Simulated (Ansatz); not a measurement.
Frontier orbitals of Cl2GeH6Si2, SMILES `[SiH3][Ge]([SiH3])([Cl])[Cl]`.

Cartesian coordinates in Å:
```
Si -1.196 0.282 -1.761
Ge -0.462 -0.302 0.434
Si 1.751 0.082 1.240
Cl -1.800 0.704 1.815
Cl -0.834 -2.429 0.657
H -0.363 -0.449 -2.750
H -1.034 1.746 -1.943
H -2.620 -0.109 -1.883
H 2.707 -0.653 0.373
H 1.819 -0.413 2.635
H 2.032 1.539 1.184
```

The species carries charge 0 and has multiplicity 1. Correlated methods include outer-core shells of Ge, which these sets cover unevenly. Scalar relativity is left out up to krypton. Geometry: relaxed with PBE0-D4/def2-TZVP. Basis def2-TZVPP, Ansatz.

| functional | HOMO (eV) | LUMO (eV) | gap (eV) |
| --- | --- | --- | --- |
| PBE | -6.68 | -1.99 | 4.69 |
| BLYP | -6.52 | -1.86 | 4.66 |
| PBE0 | -7.80 | -1.13 | 6.67 |
| B3LYP | -7.58 | -1.34 | 6.24 |
| r2SCAN0 | -7.97 | -1.02 | 6.95 |
| BHLYP | -8.79 | -0.19 | 8.60 |
| ωB97M-V | -9.76 | 0.70 | 10.46 |
| HF | -10.34 | 2.09 | 12.43 |

From PBE to PBE0 the HOMO moves by −1.12 eV and the LUMO by +0.86 eV, and with ωB97M-V by −3.08 and +2.69 eV, so the gap grows from 4.69 to 10.46 eV with exact exchange. A positive LUMO is unbound and depends on the basis.

B3LYP here is the variant with VWN-RPA as its local correlation; programs differ in this.
